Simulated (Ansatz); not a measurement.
`FCBr`, relaxed with RKS PBE0-D4/def2-TZVP in the Gaussian-basis code of Ansatz from a PBE-D4/def2-SVP geometry. The force threshold is 0.005 eV/Å; the program also tests the step.

Charge 0, multiplicity 1.

Start:

```xyz
5

F     1.281    0.406    0.369
C     0.111   -0.111   -0.077
Br   -1.426    0.904    0.604
H     0.055   -0.049   -1.182
H    -0.020   -1.150    0.287
```

Q: How much energy does the relaxation release, and in how many steps? (Best estimate.)

A: The calculation gave: 2.27 kJ/mol, in 4 steps.

Q: Which bonds change most? (An estimate is asked.)

A: Ansatz gave: C2–Br3 from 1.963 to 1.935 Å; C2–H5 from 1.108 to 1.088 Å; C2–H4 from 1.108 to 1.088 Å; F1–C2 from 1.355 to 1.352 Å.

Q: Give the relaxed structure. (An estimate is asked.)

A: The calculation gave: 
```xyz
5

F     1.263    0.403    0.366
C     0.098   -0.115   -0.081
Br   -1.405    0.895    0.599
H     0.059   -0.049   -1.167
H    -0.015   -1.134    0.283
```
